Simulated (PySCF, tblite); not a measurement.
Parent: `[CH3:1][CH2:2][PH:3][c:4]1[cH:5][cH:6][cH:7][s:8]1` with C1–C2–P3–C4 -48°, C2–P3–C4–C5 -81°, C6H9PS.

Structures optimised with GFN2-xTB, isolated species. One conformer each, not checked by frequencies here.

```tsv
coordinate of the parent	value
C1–C2	1.521 Å
C2–P3	1.866 Å
P3–C4	1.815 Å
C4–C5	1.365 Å
C5–C6	1.411 Å
C6–C7	1.358 Å
C7–S8	1.717 Å
C4–S8	1.737 Å
C1–C2–P3	114.9°
C2–P3–C4	99.6°
P3–C4–C5	126.7°
P3–C4–S8	122.4°
C5–C4–S8	110.9°
C4–C5–C6	113.1°
C5–C6–C7	112.6°
C6–C7–S8	112.2°
C4–S8–C7	91.2°
```

Question: How does the shared frame change in `[CH3:1][CH2:2][P@@H:3](=[S:4])[c:5]1[cH:6][cH:7][cH:8][s:9]1` with C1–C2–P3–S4 59°, C2–P3–C5–C6 -130°, C6H9PS2? Atoms pair as C1 = C1, C2 = C2, P3 = P3, C4 = C5, C5 = C6, C6 = C7, C7 = C8, S8 = S9 (parent first).

Answer: 
```json
{"parent": "C1–C2", "relative": "C1–C2", "value in the relative": "1.522 Å", "change": "+0.001"}
{"parent": "C2–P3", "relative": "C2–P3", "value in the relative": "1.843 Å", "change": "-0.023"}
{"parent": "P3–C4", "relative": "P3–C5", "value in the relative": "1.798 Å", "change": "-0.017"}
{"parent": "C4–C5", "relative": "C5–C6", "value in the relative": "1.366 Å", "change": "+0.001"}
{"parent": "C5–C6", "relative": "C6–C7", "value in the relative": "1.409 Å", "change": "-0.002"}
{"parent": "C6–C7", "relative": "C7–C8", "value in the relative": "1.359 Å", "change": "+0.001"}
{"parent": "C7–S8", "relative": "C8–S9", "value in the relative": "1.715 Å", "change": "-0.002"}
{"parent": "C4–S8", "relative": "C5–S9", "value in the relative": "1.738 Å", "change": "+0.001"}
{"parent": "C1–C2–P3", "relative": "C1–C2–P3", "value in the relative": "109.2°", "change": "-5.7"}
{"parent": "C2–P3–C4", "relative": "C2–P3–C5", "value in the relative": "105.2°", "change": "+5.6"}
{"parent": "P3–C4–C5", "relative": "P3–C5–C6", "value in the relative": "125.7°", "change": "-1.0"}
{"parent": "P3–C4–S8", "relative": "P3–C5–S9", "value in the relative": "122.9°", "change": "+0.5"}
{"parent": "C5–C4–S8", "relative": "C6–C5–S9", "value in the relative": "111.4°", "change": "+0.5"}
{"parent": "C4–C5–C6", "relative": "C5–C6–C7", "value in the relative": "112.7°", "change": "-0.4"}
{"parent": "C5–C6–C7", "relative": "C6–C7–C8", "value in the relative": "112.6°", "change": "0.0"}
{"parent": "C6–C7–S8", "relative": "C7–C8–S9", "value in the relative": "112.5°", "change": "+0.3"}
{"parent": "C4–S8–C7", "relative": "C5–S9–C8", "value in the relative": "90.8°", "change": "-0.4"}
```

Of the parent's bonds, C2–P3 changes most (-0.023 Å). Bonds of the relative outside the shared frame: P3=S4 1.926 Å. Point group C1 → C1.

Question: How does the shared frame change in `[CH3:1][CH2:2][P@@H:3](=[O:4])[c:5]1[cH:6][cH:7][cH:8][s:9]1` with C1–C2–P3–O4 59°, C2–P3–C5–C6 -127°, C6H9OPS? Atoms pair as C1 = C1, C2 = C2, P3 = P3, C4 = C5, C5 = C6, C6 = C7, C7 = C8, S8 = S9 (parent first).

Answer: 
| parent | relative | value in the relative | change |
| --- | --- | --- | --- |
| C1–C2 | C1–C2 | 1.522 Å | +0.001 |
| C2–P3 | C2–P3 | 1.833 Å | -0.033 |
| P3–C4 | P3–C5 | 1.793 Å | -0.022 |
| C4–C5 | C5–C6 | 1.365 Å | 0.000 |
| C5–C6 | C6–C7 | 1.410 Å | -0.001 |
| C6–C7 | C7–C8 | 1.359 Å | +0.001 |
| C7–S8 | C8–S9 | 1.716 Å | -0.001 |
| C4–S8 | C5–S9 | 1.732 Å | -0.005 |
| C1–C2–P3 | C1–C2–P3 | 108.1° | -6.8 |
| C2–P3–C4 | C2–P3–C5 | 106.7° | +7.1 |
| P3–C4–C5 | P3–C5–C6 | 125.6° | -1.1 |
| P3–C4–S8 | P3–C5–S9 | 123.0° | +0.6 |
| C5–C4–S8 | C6–C5–S9 | 111.5° | +0.6 |
| C4–C5–C6 | C5–C6–C7 | 112.7° | -0.4 |
| C5–C6–C7 | C6–C7–C8 | 112.5° | -0.1 |
| C6–C7–S8 | C7–C8–S9 | 112.4° | +0.2 |
| C4–S8–C7 | C5–S9–C8 | 90.9° | -0.3 |

Of the parent's bonds, C2–P3 changes most (-0.033 Å). Bonds of the relative outside the shared frame: P3=O4 1.462 Å. Point group C1 → C1.

Question: How does the shared frame change in `[CH3:1][CH2:2][P@H+:3]([CH3:4])[c:5]1[cH:6][cH:7][cH:8][s:9]1` (charge +1) with C1–C2–P3–C4 -177°, C2–P3–C5–C6 -103°, [C7H12PS]+? Atoms pair as C1 = C1, C2 = C2, P3 = P3, C4 = C5, C5 = C6, C6 = C7, C7 = C8, S8 = S9 (parent first).

Answer: 
```csv
parent,relative,value in the relative,change
C1–C2,C1–C2,1.526 Å,+0.005
C2–P3,C2–P3,1.819 Å,-0.047
P3–C4,P3–C5,1.771 Å,-0.044
C4–C5,C5–C6,1.375 Å,+0.010
C5–C6,C6–C7,1.404 Å,-0.007
C6–C7,C7–C8,1.362 Å,+0.004
C7–S8,C8–S9,1.707 Å,-0.010
C4–S8,C5–S9,1.742 Å,+0.005
C1–C2–P3,C1–C2–P3,110.6°,-4.3
C2–P3–C4,C2–P3–C5,112.3°,+12.7
P3–C4–C5,P3–C5–C6,127.9°,+1.2
P3–C4–S8,P3–C5–S9,120.4°,-2.0
C5–C4–S8,C6–C5–S9,111.7°,+0.8
C4–C5–C6,C5–C6–C7,112.1°,-1.0
C5–C6–C7,C6–C7–C8,112.8°,+0.2
C6–C7–S8,C7–C8–S9,113.0°,+0.8
C4–S8–C7,C5–S9–C8,90.5°,-0.7
```

Of the parent's bonds, C2–P3 changes most (-0.047 Å). Bonds of the relative outside the shared frame: P3–C4 1.804 Å. Point group C1 → C1.

Question: How does the shared frame change in `[CH3:1][CH2:2][PH2+:3][c:4]1[cH:5][cH:6][cH:7][s:8]1` (charge +1) with C1–C2–P3–C4 -176°, C2–P3–C4–C5 -139°, [C6H10PS]+? Atoms pair as C1 = C1, C2 = C2, P3 = P3, C4 = C4, C5 = C5, C6 = C6, C7 = C7, S8 = S8 (parent first).

Answer: 
```
  parent  relative  value in the relative  change
   C1–C2     C1–C2                1.528 Å  +0.007
   C2–P3     C2–P3                1.812 Å  -0.054
   P3–C4     P3–C4                1.765 Å  -0.050
   C4–C5     C4–C5                1.379 Å  +0.014
   C5–C6     C5–C6                1.402 Å  -0.009
   C6–C7     C6–C7                1.364 Å  +0.006
   C7–S8     C7–S8                1.704 Å  -0.013
   C4–S8     C4–S8                1.746 Å  +0.009
C1–C2–P3  C1–C2–P3                 110.7°    -4.2
C2–P3–C4  C2–P3–C4                 113.8°   +14.2
P3–C4–C5  P3–C4–C5                 127.8°    +1.1
P3–C4–S8  P3–C4–S8                 120.6°    -1.8
C5–C4–S8  C5–C4–S8                 111.6°    +0.7
C4–C5–C6  C4–C5–C6                 112.0°    -1.1
C5–C6–C7  C5–C6–C7                 112.9°    +0.3
C6–C7–S8  C6–C7–S8                 113.1°    +0.9
C4–S8–C7  C4–S8–C7                  90.4°    -0.8
```

Of the parent's bonds, C2–P3 changes most (-0.054 Å). Point group C1 → C1.

All values are computed, not measured.
